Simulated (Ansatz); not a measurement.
Potential energy curve for NC (cation, charge +1), lowest triplet found (which spin is the ground state isn't settled by this scan).

Levels: ROHF/cc-pVDZ (Ansatz, a first-principles code); ROMP2 = MP2 on ROHF/cc-pVDZ, frozen core run with Ansatz; ROCCSD = Ansatz with CCSD on ROHF/cc-pVDZ, frozen core; ROCCSD(T) = CCSD(T) on ROHF/cc-pVDZ, frozen core run with Ansatz; UHF/cc-pVDZ (Ansatz); UMP2 = MP2 on UHF/cc-pVDZ, frozen core (Ansatz); UCCSD(T) = CCSD(T) on UHF/cc-pVDZ, frozen core in Ansatz; ROCCSDT = CCSDT on ROHF/cc-pVDZ, frozen core in Ansatz; UKS-B3LYP = unrestricted B3LYP/cc-pVDZ in Ansatz; UKS-BLYP = unrestricted BLYP/cc-pVDZ (Ansatz); UKS-PBE = Ansatz with unrestricted PBE/cc-pVDZ; FCI = full CI/cc-pVDZ, frozen core (Ansatz).

All curves are set to zero at 1.28 Å and compared with full CI in the same basis at 1.28, 1.35, 1.40, 1.45, 1.48, 1.54 Å.

Order the methods by the spread of their error (largest minus smallest) over these points.

UKS-BLYP has the smallest spread and ROCCSDT the largest. In order (eV): UKS-BLYP 0.0987, UKS-PBE 0.1795, UKS-B3LYP 0.2388, UMP2 0.4943, UHF 0.5374, ROHF 0.5499, UCCSD(T) 0.8622, ROMP2 0.8801, ROCCSD 1.0631, ROCCSD(T) 1.1331, ROCCSDT 1.1541.

Errors against full CI at some of the points (eV):

```json
[
 {"method": "UKS-BLYP", "1.54 Å": "0.008"},
 {"method": "UKS-PBE", "1.54 Å": "0.124"},
 {"method": "UKS-B3LYP", "1.54 Å": "-0.044"},
 {"method": "UMP2", "1.54 Å": "-0.494"},
 {"method": "UHF", "1.54 Å": "-0.537"},
 {"method": "ROHF", "1.54 Å": "-0.550"},
 {"method": "UCCSD(T)", "1.54 Å": "0.116"},
 {"method": "ROMP2", "1.54 Å": "-0.880"},
 {"method": "ROCCSD", "1.54 Å": "-1.063"},
 {"method": "ROCCSD(T)", "1.54 Å": "-1.133"},
 {"method": "ROCCSDT", "1.54 Å": "-1.154"}
]
```

The scan ran from 1.06 to 5.02 Å; beyond the distances shown full CI changes its symmetry label. The T1 diagnostic of CCSD on the restricted reference of ROMP2, ROCCSD, ROCCSD(T), ROCCSDT exceeds 0.045 at 1.15 to 1.23, 1.54 Å. At the minimum ROCCSD, ROCCSD(T), ROCCSDT lies far from FCI: another state is possible. The unrestricted determinant behind UHF, UMP2, UCCSD(T) is spin-contaminated at 1.15 to 1.54 Å (<S²> up to 2.4, against 2.00 for a pure triplet).
